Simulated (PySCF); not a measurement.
## Computed data sheet: alpha-fenchol (`CC1(C)[C@H]2CC[C@](C)(C2)[C@H]1O`)

Species: alpha-fenchol, C10H18O.
Numbering: `[CH3:1][C@@:2]12[CH2:3][CH2:4][C@@H:5]([CH2:6]1)[C:7]([CH3:8])([CH3:9])[C@@H:10]2[OH:11]` (hydrogens: H12, H13, H14 on C1; H15, H16 on C3; H17, H18 on C4; H19 on C5; H20, H21 on C6; H22, H23, H24 on C8; H25, H26, H27 on C9; H28 on C10; H29 on O11)

Cartesian coordinates in Å at the PBE0-D3(BJ)/def2-SVP level; atoms count from 1:
```xyz
29
C10H18O angstrom
C      2.1724    0.9101    1.4476
C      1.1555    0.2421    0.5506
C      1.6072    0.0682   -0.9146
C      0.7144   -1.0735   -1.4520
C     -0.2581   -1.3152   -0.2922
C      0.7017   -1.1817    0.8976
C     -1.1968   -0.0924   -0.0969
C     -1.8225    0.4287   -1.3868
C     -2.3258   -0.4375    0.8732
C     -0.2158    0.9559    0.5512
O     -0.2201    2.2392   -0.0021
H      1.8201    0.9410    2.4909
H      2.3401    1.9496    1.1251
H      3.1389    0.3816    1.4280
H      1.5155    1.0049   -1.4916
H      2.6752   -0.1963   -0.9527
H      0.2167   -0.8371   -2.4021
H      1.3099   -1.9828   -1.6274
H     -0.8088   -2.2650   -0.3703
H      1.5240   -1.9149    0.8744
H      0.2135   -1.2425    1.8826
H     -1.0827    0.7818   -2.1209
H     -2.4941    1.2727   -1.1720
H     -2.4117   -0.3625   -1.8771
H     -2.9059    0.4640    1.1281
H     -1.9431   -0.8630    1.8133
H     -3.0187   -1.1713    0.4308
H     -0.5106    1.1112    1.6026
H      0.0654    2.1767   -0.9197
```

Some functional groups and rings: alcohol.

PBE0-D3(BJ)/def2-SVP geometry optimisation, gas phase (PySCF):

```
Point group                  : C1
Rotational constants A, B, C : 1.525, 1.109, 0.987 GHz
```

CAM-B3LYP/def2-SVPD ground state and vertical TDDFT (core frozen in the response) (PySCF):

```
Dipole moment                                                     : 1.77 D
HOMO energy                                                       : -8.79 eV
LUMO energy                                                       : 1.09 eV
HOMO–LUMO gap                                                     : 9.88 eV
Lowest singlet excitation                                         : 6.95 eV (178 nm, f = 0.002)
Strongest line among the 10 lowest singlet transitions            : S10 at 8.74 eV (142 nm, f = 0.033)
Lowest triplet excitation (Tamm–Dancoff)                          : 6.73 eV
Static isotropic polarisability                                   : 114.4 au
Electronic spatial extent ⟨r²⟩ about the centre of nuclear charge : 1574 bohr²
```

From B3LYP/pcSseg-1 ground state and GIAO shieldings, non-relativistic (PySCF):

```
13C chemical shifts (computed TMS as zero) by class         : 87.7 (C10), 51.2 (C2), 50.8 (C5), 43.6 (C6), 40.6 (C7), 32.4 (C9), 29.4 (C4), 27.9 (C3), 22.0 (C1), 21.6 (C8) ppm
1H chemical shifts (computed TMS as zero) by class          : 2.83 (H28), 1.61 (H17), 1.38 (H18), 1.37 (H19), 1.32 (H21), 1.11 (H12/H13/H14), 0.99 (H25/H26/H27), 0.97 (H16), 0.94 (H15), 0.92 (H20), 0.76 (H22/H23/H24), 0.36 (H29) ppm
Isotropic shieldings of nuclei other than C and H, by class : 305 (O11) ppm
```

B3LYP/pcJ-1 indirect spin-spin coupling, non-relativistic, gas phase; spin–dipole term left out (PySCF):

```
Largest of the computed one-bond spin–spin couplings (means over like bonds) : 13C–1H +151.8 (C10–H28), 13C–1H +145.0 (C5–H19), 13C–1H +139.5 (C6–H20), 13C–1H +138.4 (C3–H16), 13C–1H +138.1 (C4–H17), 13C–1H +137.6 (C6–H21), 13C–1H +135.1 (C4–H18), 13C–1H +132.0 (C9–H25 and 2 like it) Hz
```

Monoisotopic mass from the formula: 154.1358 u.

The vertical singlet–triplet gap S1 − T1 is 0.22 eV (TDDFT singlet less Tamm–Dancoff triplet; S1: HOMO→LUMO, weight 0.74; T1: HOMO→LUMO, weight 0.66). The dipole matches unit charges of opposite sign 0.37 Å apart (1 e·Å = 4.8032 D). The principal polarisabilities are 108.8, 111.6 and 122.8 au; their mean is the isotropic value. The 10 singlets span 6.95 to 8.74 eV, and their oscillator strengths add up to 0.13. With B = h/(8π²I), that is 505.379 GHz u Å² over I, the principal moments of inertia are 331.5, 455.9 and 512.3 u Å² (most abundant isotopes); the inertial defect Ic − Ia − Ib is -275.1 u Å² (zero for a rigid planar frame, negative otherwise). The largest Löwdin shares of the HOMO are 0.38 on O11, 0.16 on C10, 0.12 on C2 and 0.11 on C7. The polarisability is 16.95 Å³ as a volume (1 au = 0.148185 Å³), or 1.33 au for each of the 86 electrons.

 NMR classes are plain means over equivalent atoms (diastereotopic ones count apart unless rotation or inversion swaps them), as if these changed places fast; in this geometry the members of some classes differ.

One conformer stands for the species.
